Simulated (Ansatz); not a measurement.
This geometry of CH3SSb (6 atoms, charge 0, multiplicity 1) is a first-order saddle point.

Method: RKS PBE0-D4/def2-SVP in Ansatz 0.2.0.

```xyz
6
Properties=species:S:1:pos:R:3
S 0.292 -2.318 -0.739
C -0.193 -0.926 -0.092
Sb 0.878 0.965 -0.348
H -1.110 -0.884 0.519
H -0.585 1.815 -0.665
H 0.718 1.347 1.324
```

Problem. Which two structures does it join? (They come from a converged band through this point; their orientation in space is the band's.)

Solution. No bond is made or broken. The dihedral H4–C2–Sb3–H5 goes from -133 to 40°. The two ends are copies of one structure, up to a mirror image or an exchange of like atoms.

Image 0:

```xyz
6
Properties=species:S:1:pos:R:3
S -0.473 -1.857 -1.226
C -0.088 -0.959 0.055
Sb 0.938 0.958 -0.024
H -0.266 -1.341 1.076
H -0.154 1.597 -1.173
H 0.043 1.602 1.293
```

Image 10:

```xyz
6
Properties=species:S:1:pos:R:3
S -0.188 -2.070 0.932
C -0.122 -0.934 -0.209
Sb 0.940 0.957 -0.027
H -0.569 -1.117 -1.202
H -0.231 1.818 -0.944
H 0.170 1.346 1.450
```

Problem. How far does it lie above each of them?

Solution. 0.042 eV above the first and 0.042 eV above the second. This is the barrier of this one path; another mechanism may lie lower.

The run took 6.5 min on 1 CPU thread of a shared host.
